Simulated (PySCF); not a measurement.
Input file for PySCF: R-M06-2X/def2-TZVPPD on C2H6 (a complex).

```python
from pyscf import gto, dft

mol = gto.M(
    atom='''
    C     0.40942645    0.55153586   -0.32883006
    C    -0.13505697   -0.61369184   -0.01149816
    H     1.48203390    0.70262540   -0.31143485
    H    -0.19496967    1.40264911   -0.61852531
    H    -1.20767617   -0.76484229   -0.02834837
    H     0.46917994   -1.46471260    0.27883128
    H    -0.34412109    0.11184347    2.94464771
    H    -0.48072203    0.07509845    3.67589353
    ''',
    basis='def2-tzvppd',
    charge=0, spin=0, verbose=4, max_memory=1800)
mf = dft.RKS(mol, xc='m062x').density_fit(auxbasis='def2-universal-jkfit')
mf.grids.level = 4
mf.conv_tol = 1e-9
mf.max_cycle = 150
mf.kernel()
mf.dip_moment()
```

Program output:

```
PySCF version 2.14.0

[INPUT] verbose = 4
[INPUT] num. atoms = 8
[INPUT] num. electrons = 18
[INPUT] charge = 0
[INPUT] spin (= nelec alpha-beta = 2S) = 0
[INPUT] symmetry False subgroup None
[INPUT] Mole.unit = angstrom
[INPUT] Symbol           X                Y                Z      unit          X                Y                Z       unit  Magmom
[INPUT]  1 C      0.409426450000   0.551535860000  -0.328830060000 AA    0.773703858653   1.042251723276  -0.621398754924 Bohr   0.0
[INPUT]  2 C     -0.135056970000  -0.613691840000  -0.011498160000 AA   -0.255220684514  -1.159709502480  -0.021728373336 Bohr   0.0
[INPUT]  3 H      1.482033900000   0.702625400000  -0.311434850000 AA    2.800638178321   1.327769574163  -0.588526572145 Bohr   0.0
[INPUT]  4 H     -0.194969670000   1.402649110000  -0.618525310000 AA   -0.368439278897   2.650622666765  -1.168843437012 Bohr   0.0
[INPUT]  5 H     -1.207676170000  -0.764842290000  -0.028348370000 AA   -2.282177208464  -1.445342456585  -0.053570655378 Bohr   0.0
[INPUT]  6 H      0.469179940000  -1.464712600000   0.278831280000 AA    0.886621589740  -2.767905665200   0.526914754162 Bohr   0.0
[INPUT]  7 H     -0.344121090000   0.111843470000   2.944647710000 AA   -0.650294613787   0.211353527121   5.564577705228 Bohr   0.0
[INPUT]  8 H     -0.480722030000   0.075098450000   3.675893530000 AA   -0.908432978745   0.141915502879   6.946432034761 Bohr   0.0

nuclear repulsion = 38.8991839564025
number of shells = 68
number of NR pGTOs = 218
number of NR cGTOs = 176
basis = def2-tzvppd
ecp = {}


******** <class 'pyscf.df.df_jk.DFRKS'> ********
method = DFRKS
initial guess = minao
damping factor = 0
level_shift factor = 0
DIIS = <class 'pyscf.scf.diis.CDIIS'>
diis_start_cycle = 1
diis_space = 8
diis_damp = 0
SCF conv_tol = 1e-09
SCF conv_tol_grad = None
SCF max_cycles = 150
direct_scf = False
XC library pyscf.dft.libxc version 7.1.2
    S. Lehtola, C. Steigemann, M. J. T. Oliveira, and M. A. L. Marques,  SoftwareX 7, 1–5 (2018)
XC functionals = m062x
    Y. Zhao and D. G. Truhlar,  Theor. Chem. Acc. 120, 215 (2008)
    Y. Zhao and D. G. Truhlar,  Theor. Chem. Acc. 120, 215 (2008)
radial grids:
    Treutler-Ahlrichs [JCP 102, 346 (1995); DOI:10.1063/1.469408] (M4) radial grids

becke partition: Becke, JCP 88, 2547 (1988); DOI:10.1063/1.454033
pruning grids: <function nwchem_prune>
grids dens level: 4
symmetrized grids: False
atomic radii adjust function: <function treutler_atomic_radii_adjust>
small_rho_cutoff = 0
Set gradient conv threshold to 3.16228e-05
Initial guess from minao.
tot grids = 151464
******** <class 'pyscf.df.df.DF'> ********
auxbasis = def2-universal-jkfit
init E= -79.5542544142143
  HOMO = -0.320689004874133  LUMO = -0.0482350828487839  gap/eV = 7.41385
cycle= 1 E= -79.7309788725638  delta_E= -0.177  |g|= 0.218  |ddm|= 1.93
  HOMO = -0.302447376061149  LUMO = 0.0323673780587403  gap/eV = 9.11077
cycle= 2 E= -79.7373254571259  delta_E= -0.00635  |g|= 0.149  |ddm|= 0.436
  HOMO = -0.34274370942293  LUMO = 0.0273721056674495  gap/eV = 10.07136
cycle= 3 E= -79.742909429213  delta_E= -0.00558  |g|= 0.0196  |ddm|= 0.177
  HOMO = -0.337995386444302  LUMO = 0.0294839119172128  gap/eV = 9.99962
cycle= 4 E= -79.7430070242482  delta_E= -9.76e-05  |g|= 0.00137  |ddm|= 0.025
  HOMO = -0.337904657074294  LUMO = 0.0294597241261658  gap/eV = 9.99649
cycle= 5 E= -79.7430074911647  delta_E= -4.67e-07  |g|= 0.000312  |ddm|= 0.00385
  HOMO = -0.337877158671777  LUMO = 0.0294652169602274  gap/eV = 9.99590
cycle= 6 E= -79.7430075043389  delta_E= -1.32e-08  |g|= 0.00023  |ddm|= 0.000845
  HOMO = -0.33787626695365  LUMO = 0.0294639107813991  gap/eV = 9.99584
cycle= 7 E= -79.7430075173443  delta_E= -1.3e-08  |g|= 2.5e-05  |ddm|= 0.000222
  HOMO = -0.337878341989114  LUMO = 0.0294632375137602  gap/eV = 9.99587
cycle= 8 E= -79.7430075175502  delta_E= -2.06e-10  |g|= 1.82e-06  |ddm|= 0.000112
  HOMO = -0.337878277885856  LUMO = 0.029463250345394  gap/eV = 9.99587
Extra cycle  E= -79.7430075175521  delta_E= -1.92e-12  |g|= 5.5e-07  |ddm|= 1.2e-05
converged SCF energy = -79.7430075175521
Dipole moment(X, Y, Z, Debye):  0.01584,  0.00254, -0.08613
```

Self-consistency was reached.

Cost: roughly 9 core-seconds.
